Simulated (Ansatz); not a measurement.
Mulliken charges of `[OH][In]([F])[F]` from r2SCAN/def2-TZVPP in Ansatz (PBE0-D4/def2-TZVP geometry).

```tsv
atom	x (Å)	y (Å)	z (Å)	charge (e)
O1	-0.019	1.509	0.063	-0.487
In2	0.213	-0.430	0.116	1.186
F3	1.618	-1.302	1.097	-0.447
F4	-0.988	-1.608	-0.839	-0.459
H5	-0.775	1.757	-0.478	0.207
```

Q: By hand: the dipole of these point charges (1 e Å = 4.8032 D).

A: Σ q r = (-0.168, 0.439, -0.097) e Å, of length 0.480 e Å = 2.31 D.

Q: How does the dipole of the full density compare? (An estimate is asked.)

A: Ansatz gave: (-0.216, 0.372, -0.136) e Å, 2.17 D; the point charges give 1.06 times that, at 11° from its direction.

Point charges leave out the atoms' own dipoles, such as those of lone pairs, and Mulliken's split depends on the basis, so the close match here is no proof of good charges.
